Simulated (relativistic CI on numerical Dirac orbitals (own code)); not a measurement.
# Os6+: 5d valence photoemission

Computed with this model: Dirac-Coulomb-Breit CI, separate exchange-only KLI orbitals for each configuration, model QED, multiplet model of photoemission in the sudden approximation, unscaled Slater integrals; configurations [Xe] 4f14 5d2 → [Xe] 4f14 5d; 80 K; Lorentzian 0.3 eV and Gaussian 0.5 eV FWHM. Energies are those of the free ion, without screening or charge transfer. The energies are binding energies and can lie tens of eV above those of solids. S is read from ⟨S²⟩ = S(S + 1).

Field parameters in Wybourne normalisation: D3d B²₀ = −7Dσ, B⁴₀ = −14Dq − 21Dτ, B⁴₃ = −14√(10/7) Dq. The field is a parameter set, without covalency.

free ion: ground-state S = 0.94, centroid 85.60 eV. Peaks (eV, height): 85.5 (100), 87.1 (7).

D3d, 10Dq = 41650, Dσ = -1200, Dτ = -210 cm⁻¹: ground-state S = 0.97, centroid 87.13 eV. Peaks (eV, height): 87.0 (100).

D3d, 10Dq = 41650, Dσ = -720, Dτ = -210 cm⁻¹: ground-state S = 0.97, centroid 87.11 eV. Peaks (eV, height): 87.0 (100).

D3d, 10Dq = 41650, Dσ = -240, Dτ = -210 cm⁻¹: ground-state S = 0.97, centroid 87.10 eV. Peaks (eV, height): 87.0 (100).

D3d, 10Dq = 41650, Dσ = 1200, Dτ = -210 cm⁻¹: ground-state S = 0.97, centroid 87.08 eV. Peaks (eV, height): 87.0 (100).

Strongest unbroadened transitions for D3d, 10Dq = 41650, Dσ = 1200, Dτ = -210 cm⁻¹:

```json
{"Energy (eV)": "86.86", "Relative strength": "100.0"}
{"Energy (eV)": "87.13", "Relative strength": "99.6"}
{"Energy (eV)": "88.07", "Relative strength": "13.4"}
{"Energy (eV)": "92.58", "Relative strength": "0.4"}
{"Energy (eV)": "92.67", "Relative strength": "0.3"}
```
